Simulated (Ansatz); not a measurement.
Consider the redistribution: `C[O][Al]([NH2])[Cl]` + `[NH2][Cd][NH2]` → `[NH2][Al]([NH2])[Cl]` + `C[O][Cd][NH2]`.

Gas-phase electronic energies from Ansatz, PBE0-D4/def2-TZVP geometries. CCSD(T)/CBS adds triple-zeta CCSD(T) − MP2 to the extrapolated MP2 energy (def2 sets, frozen cores). Functionals use def2-TZVPP. def2 core potentials past Kr. For Cd outer-core shells are correlated without core-valence functions, which leaves a few kJ/mol of doubt a bond. Each species was taken in one conformer, which may not be the lowest.

```csv
level,ΔE (kcal/mol)
r2SCAN0-D4,8.6
ωB97M-V,8.7
B2PLYP,8.8
HF/CBS(def2),7.8
```

Q: What does CCSD(T)/CBS give? (Estimate.)

A: The calculation gave: +8.8 kcal/mol. The listed levels differ from it by -0.2, -0.1, 0.0, -1.0 kcal/mol.

Largest T1 diagnostic among the species: 0.016.

Leaving LDA and LC-ωPBE aside and taking each functional with its dispersion term where it has one, the values, not all of them listed here, spread over 1.7 kcal/mol, from B97M-V to PBE-QIDH. LDA lies +1.4 kcal/mol from PBE without D4. From BLYP to BHLYP (50 % exact exchange), in def2-TZVPP and without D4, ΔE moves by +0.9 kcal/mol. In def2-TZVPP, CCSD(T) changes the Hartree–Fock value by +1.1 kcal/mol (the triples alone add +0.0 kcal/mol) and MP2 by +2.1 kcal/mol.
